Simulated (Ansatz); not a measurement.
Geometry optimisation, Ansatz, RKS BLYP/def2-SVP.

The input (input.yaml):

```yaml
crystal:
  periodic: [false, false, false]
  atoms:
    - { symbol: F, position_ang: [-0.1548, -1.4086, -0.5905] }
    - { symbol: B, position_ang: [-0.0885, -0.0324, -0.063] }
    - { symbol: F, position_ang: [-1.1382, 0.956, -0.3517] }
    - { symbol: Cl, position_ang: [1.437, 0.4248, 0.9849] }
basis:
  gaussian: { orbitals: def2-SVP }
hamiltonian:
  xc: blyp
relax:
  f_tol: 0.02
  max_steps: 40
```

Run as:

```bash
$ ansatz run input.yaml --threads 1 --pin off --max-ram 2048MiB --backend cpu --events-out ev --progress --plain --runs-dir out
```

Problem. Where does it end, and by what steps?

Solution. It converged. After 5 steps the energy has fallen by 1.055 eV; F3 moved furthest, 0.17 Å.

| step | energy less start (eV) | largest force component (eV/Å) | accepted |
| --- | --- | --- | --- |
| 0 | 0.0000 | 4.488 | yes |
| 1 | -0.8547 | 2.345 | yes |
| 2 | -1.0468 | 0.380 | yes |
| 3 | -1.0522 | 0.162 | yes |
| 4 | -1.0543 | 0.172 | yes |
| 5 | -1.0550 | 0.005 | yes |

```xyz
4
Properties=species:S:1:pos:R:3
F -0.176 -1.268 -0.554
B -0.069 -0.042 -0.063
F -1.024 0.840 -0.323
Cl 1.324 0.410 0.920
```

Whether the end is a true minimum wasn't checked by a vibrational analysis.

Time of the run: 16 s on 1 thread of AMD EPYC (Zen 3) (shared host), peak memory 0.11 GiB.
